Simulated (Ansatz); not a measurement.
Geometry optimisation, RKS PBE0-D4/6-31G* in Ansatz 0.2.0.

Input file:

```yaml
crystal:
  periodic: [false, false, false]
  atoms:
    - { symbol: Al, position_ang: [-0.007059, 0.175075, 0.155108] }
    - { symbol: "N", position_ang: [0.034902, 0.139727, 2.024629] }
    - { symbol: H, position_ang: [-0.809224, 0.243229, 2.573961] }
    - { symbol: H, position_ang: [0.836116, 0.49743, 2.529038] }
    - { symbol: Cl, position_ang: [1.818594, 0.538807, -0.808214] }
    - { symbol: H, position_ang: [-1.362389, -0.016477, -0.616341] }
    - { symbol: Cl, position_ang: [0.50279, -3.099294, 1.031809] }
    - { symbol: H, position_ang: [0.384669, -2.078398, 1.88901] }
basis:
  gaussian: { orbitals: "6-31G*" }
hamiltonian:
  xc: pbe0
  dispersion: d4
relax:
  f_tol: 0.03
  max_steps: 50
output:
  orbitals: {}
```

Launched with:

```bash
$ ansatz run input.yaml --threads 1 --pin off --max-ram 2048MiB --backend cpu --events-out ev --progress --plain --runs-dir out
```

Q: Where does it end, and by what steps?

A: The run converged. The force dipped under the threshold on the way, but the program's further checks kept it going. After 29 steps the energy has fallen by 2.411 eV; H8 moved furthest, 1.59 Å. Parted: Cl7–H8 (1.34 → 3.20 Å). Joined: Al1–Cl7 (3.43 → 2.14 Å), N2–H8 (2.25 → 1.02 Å).

```csv
step,energy less start (eV),largest force component (eV/Å),accepted
0,0.0000,1.534,yes
2,-0.1818,0.750,yes
4,-0.3560,1.075,yes
6,-1.4591,1.809,yes
8,-2.1216,2.953,yes
10,-2.3834,0.317,yes
12,-2.3934,0.419,yes
14,-2.4053,0.013,yes
16,-2.4056,0.019,yes
18,-2.4061,0.046,yes
20,-2.4070,0.111,yes
22,-2.4083,0.108,yes
24,-2.4100,0.103,yes
26,-2.4106,0.002,yes
28,-2.4109,0.035,yes
29,-2.4110,0.001,yes
```

```xyz
8
Properties=species:S:1:pos:R:3
Al 0.073 -0.602 0.081
N 0.127 -0.204 2.076
H -0.725 -0.504 2.549
H 0.261 0.790 2.261
Cl 1.980 0.205 -0.442
H -1.214 0.154 -0.445
Cl -0.010 -2.734 0.198
H 0.907 -0.704 2.501
```

Whether the end is a true minimum wasn't checked by a vibrational analysis.

Time of the run: 120 s on 1 thread of Arm Neoverse V1, with other jobs on the host, peak memory 0.17 GiB.
